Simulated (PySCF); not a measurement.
Species: C4H9FNSi2 (doublet state).
Cartesian coordinates in Å at the GFN2-xTB level; atoms count from 1:
```
atom  x, y, z in Å
C1     4.3695    0.8767   -1.8453
C2     3.4398    1.0612   -1.1061
Si3    2.0079    1.3438    0.0367
C4     0.7419    0.0292   -0.3345
Si5   -0.7126   -0.3598    0.7386
F6    -1.0930    0.9995    1.5467
N7    -1.9848   -0.9093   -0.2701
C8    -3.3187   -1.2034    0.1938
H9     5.1857    0.7160   -2.4903
H10    2.4865    1.2331    1.4222
H11    1.4799    2.6909   -0.2279
H12    0.9085   -0.6053   -1.1926
H13   -0.5457   -1.3161    1.8270
H14   -1.9677   -0.6802   -1.2513
H15   -3.9753   -0.3273    0.1533
H16   -3.2664   -1.5400    1.2265
H17   -3.7625   -1.9969   -0.4114
```

The hyperfine couplings belong to this conformer and change with its torsions.

As a line formula: `C#C[SiH2][CH][Si@@H](F)NC` [radical].

Method: PySCF 2.14.0, UKS B3LYP, pcH-1 on C F H N Si, non-relativistic, mean-field spin-orbit, GIAO. One conformer (not necessarily the lowest) at the GFN2-xTB geometry, without solvent, vibrations or thermal averaging. Couplings are sensitive to structure, and on GFN2-xTB geometries they can be far from those on DFT ones. Stability of the SCF solution: not tested.

Task: Give the principal g shifts and their parts.

Result: 
```
                    Δg (ppm)     1     2     3
relativistic mass correction  -119  -119  -119
            gauge correction     3    28    30
   orbital Zeeman/spin–orbit    99   404   741
                       total   -17   312   652
```

So g = 2.00230, 2.00263, 2.00297 and g_iso = 2.00264; the tensor is rhombic: the two nearest values differ by 49 % of g3 − g1. Axes: g3 points within 7° of the C4–Si5 bond.

Task: What effective moment and Curie constant follow for a powder?

Result: With the mean of g² = 4.0105 and S(S+1) = 0.75: μ_eff = √(⟨g²⟩S(S+1)) = 1.734 μB and χT = 0.12505·⟨g²⟩·S(S+1) = 0.376 cm³ K/mol (cgs; spin-Hamiltonian part alone).

Task: What are the electron Larmor frequencies g μB B/h along the three axes at 350 mT?

Result: 9.8086, 9.8103, 9.8119 GHz for g1, g2 and g3, a range of 3.3 MHz.

Task: In a frozen sample, at which fields do the three g values resonate at 9.5, 34, 94 and 263 GHz (hyperfine left aside), and which band first spreads them over more than twice a line width of 1.0 mT?

Result: 
```csv
band,GHz,B(g3) mT,B(g2) mT,B(g1) mT,spread mT
X,9.5,338.87,338.93,338.99,0.11
Q,34.0,1212.81,1213.02,1213.22,0.41
W,94.0,3353.06,3353.63,3354.18,1.12
J,263.0,9381.44,9383.03,9384.58,3.14
```

The spread grows in proportion to the frequency. J band is the first where it exceeds 2.0 mT.

The largest Mulliken spin population is on C4 (+0.99). The angles at C4 add up to 359.8°, so it is planar; its axial dipolar tensor and the negative coupling of its proton fit spin in a p orbital normal to that plane.

The HOMO–LUMO gaps are 6.68 eV among the α and 3.47 eV among the β orbitals.

Hardware: Arm Neoverse V1, one thread (shared host). Cost: 2.5 min (with the writing of density and orbital grids), 1.1 GiB resident at most.
